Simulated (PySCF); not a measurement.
A structure optimised at PBE-D3(BJ)/def2-TZVP, used in a PySCF frequency run:

```xyz
4

O      1.3880    -0.3544     0.0000
S      0.1674     0.4090     0.0000
F     -0.7657    -0.2060     1.1858
F     -0.7657    -0.2060    -1.1858
```
Charge 0, spin multiplicity 1.

Write its SMILES, formula and point group.

O=S(F)F, F2OS, Cs

What are its rotational constants (standard atomic weights)?

8.0974, 8.0274, 4.7053 GHz
